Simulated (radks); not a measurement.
Results of a calculation; reference values are marked as such.
Question: The mean radii <r> (bohr) of the occupied orbitals of an atom or ion are listed with their occupations. Code: a radial shooting solver on a logarithmic mesh with Libxc functionals. Model: non-relativistic Kohn-Sham, TPSS, spin-polarised, spherical densities, point nucleus; meta-GGA in the generalised Kohn-Sham scheme.

| orbital | occ. | <r> |
|---|---|---|
| 1s down | 1 | 0.01966 |
| 1s up | 1 | 0.01966 |
| 2s up | 1 | 0.08290 |
| 2s down | 1 | 0.08290 |
| 2p up | 3 | 0.07010 |
| 2p down | 3 | 0.07010 |
| 3s up | 1 | 0.2095 |
| 3s down | 1 | 0.2095 |
| 3p up | 3 | 0.1998 |
| 3p down | 3 | 0.1998 |
| 3d up | 5 | 0.1748 |
| 3d down | 5 | 0.1748 |
| 4s up | 1 | 0.4581 |
| 4s down | 1 | 0.4583 |
| 4p up | 3 | 0.4617 |
| 4p down | 3 | 0.4620 |
| 4d up | 5 | 0.4673 |
| 4d down | 5 | 0.4677 |
| 4f up | 7 | 0.4742 |
| 4f down | 5 | 0.4753 |

Name the element and its charge. Open shells, if any, are filled with parallel spins first.

Answer: Z = 77, iridium, charge +19: Ir19+ in [Kr] 4d10 4f12. The 1s radius gives Z: for a bare nucleus <r> = 1.5/Z, 0.01948 bohr for Z = 77, and screening makes it slightly larger (0.01966 here). The occupations add up to 58, and the charge is Z minus that.
